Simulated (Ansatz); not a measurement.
Input for Ansatz (a quantum-chemistry and plane-wave program): R-CCSD(T)/def2-TZVPP on GeH4Si (SMILES [SiH3][GeH]), a point of a torsion scan. The run froze 19 orbitals, filled d shells among them.

Ansatz 0.2 input:
```yaml
crystal:
  periodic: [false, false, false]
  atoms:
    - {symbol: Si, position_ang: [-0.56521298, 0.04595257, 0.00320780]}
    - {symbol: Ge, position_ang: [1.66261923, 0.95842878, -0.09110357]}
    - {symbol: H, position_ang: [-0.85665265, -0.74292036, 1.20978861]}
    - {symbol: H, position_ang: [-1.59331120, 1.10442920, -0.00807823]}
    - {symbol: H, position_ang: [-0.91361462, -0.82339869, -1.13115688]}
    - {symbol: H, position_ang: [2.26569601, -0.54466634, -0.02365825]}
basis:
  gaussian:
    orbitals: def2-TZVPP
magnetization: {spin_polarized: false}
correlation: {method: ccsd_t, electrons: outside_noble_gas}
scf: {lower_state_search: off}
```

The log:

```
WARN ansatz: RAYON_NUM_THREADS=1 ignored (pool sized by the plan → 1); use --threads N
Functional definition: HF
these checks for a lower state are left out or cut short: stability, starts, cluster_reference, orbital_swaps, neighbouring_geometries, increment
integrals: 0.32 GiB planned
865 factors; integrals over basis functions are off by at most 9.9e-4 eV
mean field: 0.40 GiB planned
mean field evaluation 1: about -64396.9098 eV, gradient 1.3e1 eV
mean field evaluation 2: about -64397.0037 eV, gradient 1.3e1 eV
mean field evaluation 4: about -64398.0972 eV, gradient 2.9e0 eV
mean field evaluation 8: about -64398.1191 eV, gradient 1.6e-1 eV
mean field -64398.11937930 eV, -2366.5872365761 hartree, gradient 6.6e-6 eV, S^2 0.000000; 0 other end points of the search recorded, 0 dependent functions left out
19 core orbitals not correlated
reference -64398.11937930 eV, -2366.5872365761 hartree; 6, 6 occupied and 121, 121 virtual orbitals, 865 factors
second order -6.15968671 eV of doubles, -0.00000000 eV of singles
coupled cluster: 0.64 GiB planned
cycle   1  -7.01320982 eV  change   -8.5e-1 eV  update   7.9e-2
cycle   2  -7.35166044 eV  change   -3.4e-1 eV  update   3.0e-2
cycle   3  -7.37803347 eV  change   -2.6e-2 eV  update   1.0e-2
cycle   4  -7.37457080 eV  change    3.5e-3 eV  update   4.3e-3
cycle   5  -7.37373569 eV  change    8.4e-4 eV  update   1.4e-3
cycle   6  -7.37379174 eV  change   -5.6e-5 eV  update   5.8e-4
cycle   7  -7.37395686 eV  change   -1.7e-4 eV  update   2.3e-4
cycle   8  -7.37402153 eV  change   -6.5e-5 eV  update   7.4e-5
cycle   9  -7.37400887 eV  change    1.3e-5 eV  update   2.9e-5
cycle  10  -7.37400247 eV  change    6.4e-6 eV  update   1.0e-5
perturbative correction -0.24467562 eV, -0.0089916630 hartree
Total energy: -64405.73805738 eV, -2366.8672178316 hartree
Checks for a lower state left out: stability, starts, cluster_reference, orbital_swaps, neighbouring_geometries, increment
```

Self-consistency was reached.

Cost: very roughly 12 core-seconds.
